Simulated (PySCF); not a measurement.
# Stationary points of H3WO

Computed with PySCF, PBE0, basis W def2-TZVP with ECP60, O def2-TZVP, H def2-TZVP (scalar-relativistic core potentials, no spin–orbit coupling, density fitting).

Relaxations began from a few typed shapes; open shells are unrestricted. The search is not exhaustive: other isomers or separated fragments can lie lower, and high-lying points may rest on an excited occupation.

Q: Order these stationary points by electronic energy, lowest first, in kJ/mol from the lowest minimum.
A. broken-symmetry Ms = 1/2 (⟨S²⟩ 1.73) Cs: H–H 0.791 Å, W–H 1.721 Å, W–H 2.181 Å, W–H 2.199 Å, W–O 1.692 Å; H–H–W 78.3°, H–H–W 80.9°, H–W–H 20.8°, H–W–H 62.8°, H–W–H 83.6°
B. broken-symmetry Ms = 1/2 (⟨S²⟩ 1.50) C2v: W–H 1.735 Å (×2), W–H 2.027 Å, W–O 1.688 Å; H–W–H 65.3° (×2), H–W–H 130.5°, H–W–O 114.7° (×2), H–W–O 180.0°
C. doublet Cs: W–H 1.686 Å, W–H 1.740 Å (×2), W–O 1.673 Å; H–W–H 100.7° (×2), H–W–H 124.3°, H–W–O 96.1°, H–W–O 114.0° (×2)

A: C (0.0), A (190.8), B (253.9).

Q: Which of them are minima?

A: By energy in kJ/mol, 0.0: minimum; 190.8: saddle point, 1 imaginary mode; 253.9: saddle point, 2 imaginary modes.

For the lowest minimum: open d and f shells are described by one determinant, and the ground state may have another occupation or spin. With an element this heavy the missing spin–orbit coupling can shift these numbers.
